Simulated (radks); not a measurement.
The numbers below are computed, except where a source is named.
Charge is removed step by step from the 1s1/2 level of N, starting from [He] 2s2 2p3. Level of theory: Dirac Kohn-Sham, PBEsol, spin-unpolarised, spherical densities, point nucleus; open shells are shared between the two j in proportion to 2j + 1 (a radial shooting solver on a logarithmic mesh with Libxc functionals).

[
 {"removed (e)": "0", "E - E(0) (eV)": "0.000", "eigenvalue (eV)": "-383.08", "E minus straight line (eV)": "0.000"},
 {"removed (e)": "0.125", "E - E(0) (eV)": "48.423", "eigenvalue (eV)": "-391.70", "E minus straight line (eV)": "-3.886"},
 {"removed (e)": "0.25", "E - E(0) (eV)": "97.931", "eigenvalue (eV)": "-400.45", "E minus straight line (eV)": "-6.687"},
 {"removed (e)": "0.375", "E - E(0) (eV)": "148.54", "eigenvalue (eV)": "-409.30", "E minus straight line (eV)": "-8.388"},
 {"removed (e)": "0.5", "E - E(0) (eV)": "200.26", "eigenvalue (eV)": "-418.25", "E minus straight line (eV)": "-8.977"},
 {"removed (e)": "0.625", "E - E(0) (eV)": "253.10", "eigenvalue (eV)": "-427.28", "E minus straight line (eV)": "-8.441"},
 {"removed (e)": "0.75", "E - E(0) (eV)": "307.08", "eigenvalue (eV)": "-436.39", "E minus straight line (eV)": "-6.772"},
 {"removed (e)": "0.875", "E - E(0) (eV)": "362.20", "eigenvalue (eV)": "-445.55", "E minus straight line (eV)": "-3.960"},
 {"removed (e)": "1", "E - E(0) (eV)": "418.47", "eigenvalue (eV)": "-454.76", "E minus straight line (eV)": "0.000"}
]

Removing the whole electron costs 418.47 eV by Delta-SCF, against 383.08 eV from minus the eigenvalue at the starting occupation. Slater's transition state (half an electron removed) gives 418.25 eV. Integrating minus the eigenvalue over the occupation (Janak's theorem) gives 418.47 eV. The mean slope of the eigenvalue, de/dn, is 71.7 eV per electron.
